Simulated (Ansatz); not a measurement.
Program: Ansatz. Geometries: PBE0-D4/def2-TZVP. ΔE: electronic, gas phase. CBS: MP2 limit from def2 TZ/QZ plus the TZ coupled-cluster correction, frozen cores. This one scheme is used for every species. DFT in def2-TZVPP. Elements past krypton have def2 core potentials. For I outer-core shells are correlated without core-valence functions, which leaves a few kJ/mol of doubt a bond.

`CC(F)I` + HCl → `CC(F)Cl` + HI  (substitution at a C–I bond)

Q: Is it downhill or uphill in electronic energy at CCSD(T)/CBS, and by how much? (An estimate is asked.)

A: Ansatz gave: Uphill: ΔE = +1.9 kcal/mol.

Q: What do these levels give: BLYP-D4, r2SCAN-D4, r2SCANh-D4, LC-ωPBE, MP2/def2-TZVPP, MP2/CBS(def2)? (Estimate.)

A: The calculation gave: BLYP-D4 1.6, r2SCAN-D4 0.6, r2SCANh-D4 0.4, LC-ωPBE -1.1, MP2/def2-TZVPP 2.0, MP2/CBS(def2) 3.0 kcal/mol.

Largest T1 diagnostic among the species: 0.010.

From BLYP to BHLYP (50 % exact exchange), in def2-TZVPP and without D4, ΔE moves by −1.5 kcal/mol. At CCSD(T), def2-SVP lies −3.8 kcal/mol from the extrapolated value and def2-TZVPP −1.0 kcal/mol.
